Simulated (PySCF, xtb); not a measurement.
## Relaxing a trial structure of GeHNS

The starting geometry of this gas-phase singlet was built from a drawn formula by distance geometry and a force field; its bonds are those of `N=[S]=[Ge]`.

```xyz
4

Ge   -2.8889    1.2679    3.3010
N    -2.4853   -0.5560    0.8939
S    -2.1885    0.0937    2.0983
H    -3.3845   -0.4452    0.4579
```

Predict what it relaxes into with r2SCAN-D4/def2-SVP.

It keeps its bonds, and is `N=[S]=[Ge]`. Distances that change by over a tenth: Ge1–S3 (1.82 → 2.06 Å), N2–S3 (1.40 → 1.60 Å).

The energy falls by 2.48 eV over 24 steps:

```json
{"step": "1", "E − E(last) (eV)": "2.481"}
{"step": "4", "E − E(last) (eV)": "0.088"}
{"step": "6", "E − E(last) (eV)": "0.060"}
{"step": "9", "E − E(last) (eV)": "0.089"}
{"step": "11", "E − E(last) (eV)": "0.068"}
{"step": "14", "E − E(last) (eV)": "0.010"}
{"step": "16", "E − E(last) (eV)": "0.001"}
{"step": "19", "E − E(last) (eV)": "0.000"}
{"step": "21", "E − E(last) (eV)": "0.000"}
{"step": "24", "E − E(last) (eV)": "0.000"}
```

Final geometry (Å):

```xyz
4

Ge   -2.7820    1.5721    3.9031
N    -2.3455   -0.5548    1.0186
S    -2.8072    0.4313    2.1884
H    -3.1355   -0.6316    0.3604
```

From the same start GFN2-xTB ends elsewhere, differing in Ge1–N2 (1.85 against 3.61 Å here).

The end wasn't checked by frequencies. Run with PySCF 2.14.0, 4.5 min on 2 threads of Intel(R) Xeon(R) Processor @ 2.50GHz (Skylake/Cascade Lake) (shared host).
